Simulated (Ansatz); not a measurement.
```yaml
crystal:
  periodic: [false, false, false]
  atoms:
    - {symbol: S, position_ang: [-1.675721, 0.435790, -1.210555]}
    - {symbol: C, position_ang: [-0.074981, 0.586433, -0.434850]}
    - {symbol: C, position_ang: [0.810581, -0.674647, -0.555589]}
    - {symbol: Si, position_ang: [0.300200, -0.267541, 1.169301]}
    - {symbol: H, position_ang: [-2.408908, 1.075953, -0.285566]}
    - {symbol: H, position_ang: [0.439894, 1.515403, -0.662450]}
    - {symbol: H, position_ang: [1.833387, -0.503171, -0.874532]}
    - {symbol: H, position_ang: [0.348660, -1.526571, -1.044045]}
    - {symbol: H, position_ang: [-0.776565, -1.039388, 1.818385]}
    - {symbol: H, position_ang: [1.286552, 0.346641, 2.082903]}
basis:
  gaussian: {orbitals: "6-31++G**"}
hamiltonian: {xc: {name: HF}}
correlation: {method: mp2, frozen_orbitals: {S: 9}}
output: {forces: true}
```

```sh
$ ansatz run in.yaml --threads 2 --pin off --events-out ev --progress --plain --max-ram 4352MiB
```

Shortened log:

```
Functional definition: HF
Error: "frozen_orbitals" has no count for C
```

(1) Something in this input is off. What?

Answers

(1) Frozen orbitals are typed for one element alone, and the program wants a count for each. The program refused the input.
